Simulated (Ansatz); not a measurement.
The first iterations of a band of Cl$_{2}$F$_{3}$H$_{2}$STa (9 atoms, charge 0, multiplicity 1).

The calculation used RKS B3LYP-D4/def2-SVP in Ansatz 0.2.0.

- movable images: 5
- climbing image: yes
- spring: 5.0 eV/Å²
- optimiser: quadratic models (default)
- start path: straight line
- force threshold: 0.03 eV/Å
- iteration limit: 60
- end points: relaxed

Initial state:

```xyz
9
Properties=species:S:1:pos:R:3
Ta -0.084 -0.025 -0.156
F 1.746 0.463 -0.208
F 0.324 -0.846 1.504
Cl -0.183 0.390 -2.461
F -0.810 1.561 0.480
Cl -2.014 -1.356 -0.252
S 1.093 -2.458 -1.054
H 1.194 -3.037 0.166
H 2.378 -2.029 -1.035
```

Final state:

```xyz
9
Properties=species:S:1:pos:R:3
Ta -0.294 -0.532 -0.280
F 1.954 0.255 -0.246
F 0.201 -1.144 1.437
Cl -0.258 0.086 -2.530
F -0.395 1.241 0.322
Cl -2.424 -1.341 -0.208
S 1.178 -2.387 -1.066
H 1.387 -2.944 0.152
H 2.296 -0.572 -0.597
```

| iteration | highest image above the first end (eV) | largest band force component (eV/Å) |
| --- | --- | --- |
| 1 | 1.819 | 2.905 |
| 2 | 1.047 | 1.405 |
| 3 | 0.970 | 0.731 |
| 4 | 1.594 | 7.377 |

Task: Does the band converge within its limit, and where does its top end?

Result: The forces met the threshold. It ended after 14 iterations with the highest image 0.992 eV above the first end. Another band between the same ends (5 images) ends at a top of the same energy, where a vibrational analysis finds 1 clearly imaginary mode. The orbitals stay closed-shell, which can raise the energy where a bond breaks towards radicals; this wasn't checked here.

Time of the run: 4.5 min on 4 threads of Arm Neoverse V1, with other jobs on the host, peak memory 0.43 GiB.
